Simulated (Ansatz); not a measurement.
Reaction (cleavage of the B–Si bond): `B[SiH2]CF` + `NC(F)S` → `BNC(F)S` + `FC[SiH3]`

Isolated molecules relaxed with PBE0-D4/def2-TZVP in Ansatz; ΔE leaves out vibrations. CCSD(T)/CBS is the MP2 limit (def2-TZVPP, def2-QZVPP) plus CCSD(T) − MP2 in def2-TZVPP, frozen cores. Functionals use def2-TZVPP. B3LYP here is the variant with VWN-RPA as its local correlation; programs differ in this. Each species was taken in one conformer, which may not be the lowest.

```tsv
level	ΔE (kJ/mol)
PBE0-D4	-156.8
B3LYP-D4	-164.2
PBE	-155.2
MP2/def2-TZVPP	-171.0
```

What does CCSD(T)/CBS give? (Estimate.)

Computed: -162.4 kJ/mol. The listed levels differ from it by 5.6, -1.8, 7.2, -8.6 kJ/mol.

Largest T1 diagnostic among the species: 0.013.

In def2-TZVPP, CCSD(T) changes the Hartree–Fock value by −8.0 kJ/mol (the triples alone add −2.2 kJ/mol) and MP2 by −15.0 kJ/mol.
